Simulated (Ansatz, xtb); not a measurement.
# CCuFSn: where a starting geometry ends

The starting geometry of this gas-phase singlet was built from a drawn formula by distance geometry and a force field; its bonds are those of `[F][Sn]#[C][Cu]`.

```xyz
4

C     0.3691    1.9384    3.1189
Cu    0.9629    3.8298    2.8723
F    -0.6317   -1.6340    3.5245
Sn   -0.1066    0.2063    3.2993
```

Question: Predict what it relaxes into with r2SCAN-D4/def2-SVP.

Answer: A new bond forms, giving a structure given below by its coordinates. Distances that change by over a tenth: C1–Sn4 (1.81 → 2.00 Å). Contacts that close: Cu2–Sn4 (3.80 → 2.62 Å).

The energy falls by 1.78 eV over 18 steps:

```csv
step,E − E(last) (eV)
1,1.781
3,1.061
5,0.145
7,0.096
9,0.078
10,0.059
12,0.042
14,0.009
16,0.001
18,0.000
```

Final geometry (Å):

```xyz
4

C    -0.2221    2.4721    3.7119
Cu    1.1472    2.7523    2.5648
F    -0.2879   -1.4142    3.2729
Sn   -0.0436    0.5303    3.2654
```

From the same start GFN2-xTB reaches the same bonding as this run.

The end wasn't checked by frequencies. Atoms past krypton carry core potentials, without spin–orbit terms. Run with Ansatz 0.2.0, 36 s on 1 thread of Intel(R) Xeon(R) 6975P-C (Granite Rapids), on a shared host.
